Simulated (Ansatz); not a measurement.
Wavefunction ladder for C$_{2}$H$_{6}$AlNS

```tsv
atom	x (Å)	y (Å)	z (Å)
N1	-0.325	-0.134	1.775
C2	-0.867	0.504	0.595
C3	-0.083	0.198	-0.618
Al4	1.232	-0.863	-1.613
S5	-0.206	1.005	-2.047
H6	0.577	0.259	2.013
H7	-0.935	0.004	2.570
H8	-1.865	0.085	0.399
H9	-1.015	1.594	0.669
H10	2.752	-0.448	-1.452
H11	0.735	-2.204	-2.292
```

Charge 0, multiplicity 1. The bonds changed during the relaxation, so this is another structure than the one it started from. The structure was optimised at the PBE0-D4/def2-TZVP level. It is one conformer, not always the lowest. Frozen core, restricted reference, Ansatz. CBS rows extrapolate triple and quadruple zeta; past MP2 they add the triple-zeta difference.

| basis | HF (Eh) | MP2 corr. |
| --- | --- | --- |
| def2-SVP | -772.78770 | -0.63277 |
| def2-TZVPP | -773.16435 | -0.79178 |
| def2-QZVPP | -773.18887 | -0.84917 |

Estimate the CCSD correlation energy and the (T) correction in each basis where they were run (hartree).


```
     basis  CCSD corr.       (T)
  def2-SVP    -0.68740  -0.02434
def2-TZVPP    -0.84006  -0.03924
 CBS(def2)    -0.93995     as TZ
```
